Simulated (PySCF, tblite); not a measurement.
Isomers of C7H16Si2, one GFN2-xTB conformer each. Single-point energies are computed at PBE0/pcSseg-1 (PySCF, gas phase, no added dispersion term), electronic only.

| SMILES | GFN2-xTB relative energy (kcal/mol) |
| --- | --- |
| CC[SiH2]C#C[SiH2]C(C)C | 24.3 |
| C=C[Si@@H]1CC[C@H](CC)[SiH2]1 | 14.1 |
| C=CC[C@@H]1C[SiH2][SiH2][C@@H]1C | 5.5 |
| [SiH3]/C=C\[SiH2]C1CCCC1 | 0.0 |
| CCC[SiH2]C#C[SiH2]CC | 24.3 |

Conformers: `[CH3:1][CH2:2][SiH2:3][C:4]#[C:5][SiH2:6][CH:7]([CH3:8])[CH3:9]` with C1–C2–Si3–C4 63°, C5–Si6–C7–C8 -60°; `[CH2:1]=[CH:2][Si@@H:3]1[CH2:4][CH2:5][C@H:6]([CH2:7][CH3:8])[SiH2:9]1` with C1–C2–Si3–C4 -136°, C5–C6–C7–C8 175°, C2–Si3–C4–C5 -93°, Si3–C4–C5–C6 -52°, C4–C5–C6–C7 179°, C5–C6–Si9–Si3 -27°; `[CH2:1]=[CH:2][CH2:3][C@@H:4]1[CH2:5][SiH2:6][SiH2:7][C@@H:8]1[CH3:9]` with C1–C2–C3–C4 122°, C2–C3–C4–C5 -59°, C3–C4–C5–Si6 -72°, C4–C5–Si6–Si7 -26°, C5–Si6–Si7–C8 -1°, Si6–Si7–C8–C9 156°; `[SiH3:1]/[CH:2]=[CH:3]\[SiH2:4][CH:5]1[CH2:6][CH2:7][CH2:8][CH2:9]1` with C2–C3–Si4–C5 -100°, C3–Si4–C5–C6 -175°, Si4–C5–C6–C7 -164°, C5–C6–C7–C8 23°, C6–C7–C8–C9 2°, C7–C8–C9–C5 -27°; `[CH3:1][CH2:2][CH2:3][SiH2:4][C:5]#[C:6][SiH2:7][CH2:8][CH3:9]` with C1–C2–C3–Si4 178°, C2–C3–Si4–C5 -61°, C6–Si7–C8–C9 -61°.

Problem. What does PBE0/pcSseg-1 give for the same structures?

Solution. 
```csv
SMILES,PBE0/pcSseg-1 E (Eh),PBE0/pcSseg-1 (kcal/mol),GFN2-xTB (kcal/mol),point group
C=C[Si@@H]1CC[C@H](CC)[SiH2]1,-854.70561,0.0,14.1,C1
C=CC[C@@H]1C[SiH2][SiH2][C@@H]1C,-854.69583,6.1,5.5,C1
[SiH3]/C=C\[SiH2]C1CCCC1,-854.68846,10.8,0.0,C1
CCC[SiH2]C#C[SiH2]CC,-854.68329,14.0,24.3,C1
CC[SiH2]C#C[SiH2]C(C)C,-854.68083,15.5,24.3,C1
```

GFN2-xTB puts [SiH3]/C=C\[SiH2]C1CCCC1 lowest instead; measured from each level's own lowest isomer, the values differ by up to 14.1 kcal/mol (C=C[Si@@H]1CC[C@H](CC)[SiH2]1: 14.1 against 0.0). As drawn, the lowest has an Si–Si bond and a C=C bond outside aromatic rings, which the highest lacks; the highest has a C≡C bond, which the lowest lacks. Neighbours under 2.5 kcal/mol apart (CCC[SiH2]C#C[SiH2]CC and CC[SiH2]C#C[SiH2]C(C)C) can change places with a better method, another conformer or zero-point energy.

Problem. Which frontier levels, dipoles and rotational constants go with these structures?

Solution. 
```
                          SMILES  HOMO (eV, PBE0/pcSseg-1)  LUMO (eV)  dipole (D)       A, B, C (MHz)
   C=C[Si@@H]1CC[C@H](CC)[SiH2]1                     -7.14      -0.36        0.62  2416, 601.7, 540.5
C=CC[C@@H]1C[SiH2][SiH2][C@@H]1C                     -7.38       0.22        0.95  1439, 946.2, 693.3
        [SiH3]/C=C\[SiH2]C1CCCC1                     -7.64      -0.91        0.87  2075, 562.0, 494.5
            CCC[SiH2]C#C[SiH2]CC                     -7.76      -0.37        0.24  1949, 372.6, 344.4
          CC[SiH2]C#C[SiH2]C(C)C                     -7.73      -0.41        1.20  1616, 531.8, 449.9
```

Problem. What happens when harmonic zero-point energies from GFN2-xTB frequencies are added?

Solution. 
```tsv
SMILES	ZPE (kcal/mol)	electronic (kcal/mol)	with ZPE (kcal/mol)
C=C[Si@@H]1CC[C@H](CC)[SiH2]1	128.7	0.0	0.0
C=CC[C@@H]1C[SiH2][SiH2][C@@H]1C	127.5	6.1	4.9
[SiH3]/C=C\[SiH2]C1CCCC1	126.1	10.8	8.2
CCC[SiH2]C#C[SiH2]CC	125.7	14.0	11.0
CC[SiH2]C#C[SiH2]C(C)C	125.6	15.5	12.4
```

The zero-point energies span 3.1 kcal/mol. The order is unchanged.
